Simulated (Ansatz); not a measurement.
Born–Oppenheimer molecular dynamics of C2H7ClO2Si (13 atoms, charge 0, multiplicity 1). It starts from a relaxed structure.

The calculation used RKS PBE-D4/STO-3G in Ansatz 0.2.0.

```json
{"ensemble": "NVE (velocity Verlet)", "time step": "0.5 fs", "steps asked": "166", "starting velocities drawn for": "500 K", "seed": "251575"}
```

Frames 5 fs apart, positions in Å, forces in eV/Å.

Velocities at 15.0 fs (Å/ps):

```
Si -2.98 -2.74 -1.32
Cl -0.07 -0.15 -1.97
O 2.81 5.80 -2.43
C 3.70 -0.60 6.16
H -9.49 -25.10 21.22
H -1.95 -5.17 -16.10
H 25.37 9.27 2.92
O 2.21 -6.10 -1.04
C -2.98 9.18 6.47
H -17.11 13.39 -14.87
H -1.99 -12.72 11.64
H -5.18 6.74 -1.93
H 7.38 -2.08 7.91
```

```xyz
13
Properties=species:S:1:pos:R:3:forces:R:3 time_fs=15.0 energy_less_start_eV=0.310 T=283
Si 0.016 -0.107 -0.521 -1.44 0.12 0.65
Cl -0.234 -0.378 1.585 -0.03 -0.18 0.15
O 1.622 0.136 -0.927 0.71 0.40 -0.19
C 2.377 -1.085 -0.615 0.19 0.18 0.00
H 1.848 -2.038 -0.829 -0.15 -0.22 -0.40
H 3.288 -1.010 -1.241 0.29 -0.32 0.08
H 2.657 -1.151 0.461 0.20 0.21 0.15
O -0.717 1.364 -0.945 -0.48 0.81 -0.27
C -2.155 1.563 -0.705 -1.23 0.57 0.91
H -2.539 1.570 0.375 1.02 -0.61 -0.47
H -2.460 2.615 -1.001 0.76 -0.61 -0.46
H -2.856 0.868 -1.248 0.48 -0.03 -0.12
H -0.465 -1.321 -1.164 -0.33 -0.32 -0.04
13
Properties=species:S:1:pos:R:3:forces:R:3 time_fs=20.0 energy_less_start_eV=0.293 T=295
Si -0.003 -0.121 -0.525 -0.20 -0.29 0.32
Cl -0.235 -0.379 1.576 -0.06 -0.20 0.35
O 1.640 0.164 -0.939 0.13 -0.86 0.36
C 2.395 -1.091 -0.588 0.18 0.19 -0.47
H 1.840 -2.075 -0.742 0.25 0.76 0.04
H 3.275 -1.078 -1.285 -0.12 -0.22 0.30
H 2.789 -1.079 0.470 -0.30 0.08 -0.37
O -0.712 1.342 -0.952 -1.32 1.42 -0.09
C -2.175 1.601 -0.673 1.07 -0.89 -1.13
H -2.531 1.562 0.363 0.38 -0.27 0.98
H -2.408 2.615 -1.035 0.27 0.46 -0.23
H -2.821 0.911 -1.258 -0.11 -0.25 -0.13
H -0.471 -1.376 -1.136 -0.17 0.05 0.05
13
Properties=species:S:1:pos:R:3:forces:R:3 time_fs=25.0 energy_less_start_eV=0.398 T=221
Si -0.024 -0.136 -0.526 0.65 -0.02 -0.27
Cl -0.236 -0.382 1.569 -0.10 -0.17 0.55
O 1.661 0.181 -0.946 -0.58 -1.34 0.47
C 2.418 -1.089 -0.571 -0.03 1.43 -0.82
H 1.841 -2.020 -0.653 -0.45 -0.48 0.20
H 3.258 -1.193 -1.284 0.22 0.17 -0.25
H 2.870 -0.988 0.433 -0.11 -0.11 0.49
O -0.726 1.340 -0.960 -0.54 0.83 -0.16
C -2.177 1.624 -0.657 1.45 -0.87 -0.53
H -2.412 1.501 0.464 0.03 0.50 -1.22
H -2.297 2.666 -1.097 -0.34 -0.62 0.94
H -2.797 0.915 -1.279 -0.24 0.29 0.50
H -0.517 -1.421 -1.100 0.04 0.41 0.10
13
Properties=species:S:1:pos:R:3:forces:R:3 time_fs=30.0 energy_less_start_eV=0.376 T=236
Si -0.040 -0.150 -0.529 1.23 1.48 -0.20
Cl -0.237 -0.386 1.566 -0.09 -0.13 0.58
O 1.672 0.178 -0.947 -1.17 -1.05 0.24
C 2.440 -1.064 -0.566 -0.56 -0.44 0.20
H 1.789 -2.007 -0.527 0.69 0.76 0.00
H 3.264 -1.268 -1.309 -0.37 0.38 0.21
H 2.909 -0.922 0.454 -0.20 -0.16 -0.45
O -0.746 1.349 -0.971 1.07 -0.24 -0.62
C -2.151 1.627 -0.654 1.27 -0.90 -0.90
H -2.299 1.527 0.416 -0.69 0.08 1.23
H -2.261 2.663 -0.996 -0.60 0.63 0.05
H -2.840 0.961 -1.215 -0.42 -0.06 -0.01
H -0.563 -1.398 -1.052 -0.16 -0.35 -0.33
13
Properties=species:S:1:pos:R:3:forces:R:3 time_fs=35.0 energy_less_start_eV=0.454 T=182
Si -0.045 -0.153 -0.534 0.87 0.85 -0.44
Cl -0.239 -0.391 1.567 -0.06 -0.08 0.41
O 1.666 0.161 -0.944 -1.57 -0.21 -0.05
C 2.452 -1.040 -0.560 -0.56 0.47 0.49
H 1.825 -1.917 -0.394 -0.39 -1.06 -0.26
H 3.220 -1.268 -1.317 0.28 0.05 -0.34
H 2.929 -0.881 0.422 0.57 0.28 0.34
O -0.752 1.356 -0.991 1.62 -0.65 -0.87
C -2.107 1.617 -0.657 -2.46 1.33 2.29
H -2.307 1.579 0.485 0.26 -0.37 -1.10
H -2.334 2.721 -0.872 0.42 -1.03 -0.35
H -2.947 1.012 -1.133 0.82 0.05 -0.08
H -0.632 -1.416 -1.064 0.21 0.38 -0.05
13
Properties=species:S:1:pos:R:3:forces:R:3 time_fs=40.0 energy_less_start_eV=0.323 T=274
Si -0.044 -0.149 -0.542 0.36 0.79 -0.01
Cl -0.242 -0.396 1.570 -0.07 -0.07 0.18
O 1.638 0.139 -0.941 -1.16 0.13 -0.11
C 2.454 -1.015 -0.543 0.06 -1.22 0.61
H 1.844 -1.963 -0.329 0.73 0.71 -0.32
H 3.199 -1.240 -1.364 -0.37 0.11 0.39
H 3.037 -0.796 0.409 -0.32 -0.05 -0.58
O -0.736 1.354 -1.024 0.81 -0.22 -0.53
C -2.099 1.623 -0.626 -0.59 -0.28 0.12
H -2.283 1.548 0.439 0.10 -0.41 1.53
H -2.348 2.662 -0.836 0.23 1.08 -0.63
H -2.919 1.043 -1.090 0.05 -0.66 -0.59
H -0.660 -1.371 -1.096 0.16 0.09 -0.06
13
Properties=species:S:1:pos:R:3:forces:R:3 time_fs=45.0 energy_less_start_eV=0.290 T=298
Si -0.039 -0.138 -0.550 -0.39 0.53 0.58
Cl -0.245 -0.402 1.575 -0.11 -0.06 -0.04
O 1.593 0.119 -0.940 0.16 0.04 -0.05
C 2.457 -1.004 -0.518 0.29 0.82 -0.98
H 1.962 -1.950 -0.313 -0.59 -0.82 0.50
H 3.134 -1.196 -1.366 0.43 -0.13 -0.42
H 3.106 -0.710 0.324 0.01 0.06 0.62
O -0.707 1.349 -1.064 -0.59 0.50 0.25
C -2.108 1.630 -0.584 0.62 -0.47 -0.25
H -2.222 1.446 0.555 0.00 0.53 -1.37
H -2.297 2.717 -0.901 0.02 -1.08 0.72
H -2.843 0.964 -1.147 0.26 0.47 0.54
H -0.657 -1.312 -1.144 -0.09 -0.41 -0.10
13
Properties=species:S:1:pos:R:3:forces:R:3 time_fs=50.0 energy_less_start_eV=0.440 T=192
Si -0.038 -0.123 -0.554 -1.74 -0.81 0.54
Cl -0.249 -0.408 1.579 -0.14 -0.01 -0.21
O 1.551 0.099 -0.940 1.79 -0.16 -0.12
C 2.466 -0.986 -0.508 0.38 -0.44 -0.64
H 2.010 -2.003 -0.222 0.22 1.17 -0.12
H 3.125 -1.173 -1.408 -0.14 -0.08 0.51
H 3.145 -0.623 0.323 -0.55 -0.27 -0.26
O -0.686 1.352 -1.101 -0.99 0.78 0.67
C -2.100 1.624 -0.551 2.71 -1.51 -2.41
H -2.167 1.434 0.508 -0.25 0.04 1.44
H -2.255 2.653 -0.852 -0.61 1.07 0.14
H -2.756 0.948 -1.123 -0.88 -0.08 0.07
H -0.661 -1.319 -1.200 0.19 0.28 0.39
13
Properties=species:S:1:pos:R:3:forces:R:3 time_fs=55.0 energy_less_start_eV=0.333 T=267
Si -0.051 -0.114 -0.552 -1.07 -0.48 0.81
Cl -0.254 -0.414 1.583 -0.14 0.05 -0.29
O 1.534 0.078 -0.942 1.82 0.23 -0.47
C 2.479 -0.970 -0.512 -0.29 1.15 -0.18
H 2.058 -1.899 -0.129 -0.66 -0.92 0.07
H 3.121 -1.178 -1.382 0.44 -0.30 -0.29
H 3.101 -0.574 0.310 0.42 0.25 0.25
O -0.680 1.365 -1.128 -0.98 0.48 0.70
C -2.047 1.596 -0.552 -0.40 0.56 0.32
H -2.148 1.457 0.594 0.39 -0.08 -1.33
H -2.317 2.693 -0.746 0.31 -1.11 -0.04
H -2.827 0.938 -1.061 0.44 0.45 0.38
H -0.638 -1.291 -1.183 -0.27 -0.28 0.06
13
Properties=species:S:1:pos:R:3:forces:R:3 time_fs=60.0 energy_less_start_eV=0.379 T=234
Si -0.072 -0.109 -0.545 0.20 -0.41 0.21
Cl -0.260 -0.420 1.584 -0.14 0.14 -0.23
O 1.542 0.060 -0.952 0.34 0.80 -0.87
C 2.489 -0.942 -0.517 0.14 -1.00 1.20
H 2.017 -1.884 -0.062 0.46 0.65 -0.63
H 3.175 -1.234 -1.370 -0.42 0.15 0.42
H 3.114 -0.496 0.318 -0.02 -0.28 -0.46
O -0.687 1.385 -1.146 0.37 -0.37 0.09
C -1.996 1.575 -0.553 -1.56 0.14 -0.05
H -2.054 1.447 0.524 0.34 -0.52 1.32
H -2.338 2.602 -0.665 0.17 1.19 -0.66
H -2.849 0.976 -0.959 0.33 -0.44 -0.38
H -0.667 -1.309 -1.143 -0.22 -0.03 0.04
13
Properties=species:S:1:pos:R:3:forces:R:3 time_fs=65.0 energy_less_start_eV=0.405 T=216
Si -0.092 -0.108 -0.535 1.17 -0.55 -0.66
Cl -0.266 -0.425 1.583 -0.11 0.20 -0.06
O 1.556 0.054 -0.974 -0.88 1.05 -0.84
C 2.501 -0.926 -0.503 0.23 0.06 0.35
H 2.029 -1.814 -0.087 -0.26 -0.97 0.63
H 3.172 -1.271 -1.310 0.12 0.07 -0.57
H 3.150 -0.460 0.268 0.17 -0.07 0.36
O -0.689 1.399 -1.162 1.23 -1.07 -0.28
C -1.974 1.565 -0.544 -1.74 1.09 1.87
H -1.891 1.355 0.588 -0.57 0.53 -1.01
H -2.296 2.645 -0.702 0.22 -0.76 0.21
H -2.815 0.921 -0.932 0.34 -0.03 -0.13
H -0.744 -1.330 -1.092 0.09 0.45 0.12
13
Properties=species:S:1:pos:R:3:forces:R:3 time_fs=70.0 energy_less_start_eV=0.422 T=204
Si -0.102 -0.111 -0.531 1.87 0.43 -0.56
Cl -0.274 -0.429 1.583 -0.04 0.24 0.06
O 1.558 0.062 -1.007 -0.67 0.15 -0.02
C 2.515 -0.917 -0.480 -0.06 -1.17 0.03
H 2.038 -1.852 -0.029 0.46 0.78 -0.12
H 3.165 -1.280 -1.331 -0.28 0.24 0.26
H 3.211 -0.449 0.274 -0.40 -0.15 -0.08
O -0.674 1.398 -1.181 0.57 -0.95 0.39
C -1.980 1.571 -0.510 0.04 -0.83 -1.35
H -1.844 1.355 0.551 -0.62 0.27 1.14
H -2.235 2.614 -0.714 -0.76 0.62 0.18
H -2.742 0.848 -0.947 0.07 0.69 0.38
H -0.813 -1.275 -1.024 -0.18 -0.33 -0.31
```

Of the whole run (83 fs, mean temperature of the second half 223 K): The conserved energy stayed within 0.21 meV per atom of its start (net change 0.2 meV per atom), so the integration is sound. The temperature averaged 0.45 of the 500 K drawn at the start: a run that starts near a minimum puts about half its kinetic energy into the potential. A run of 0.083 ps of so small a system gives no equilibrium averages. Limits of this set-up: minimal basis.

Time of the run: 4 min on 1 thread of AMD EPYC 9R45 96-Core Processor (Zen 5), on a shared host, peak memory 0.12 GiB.
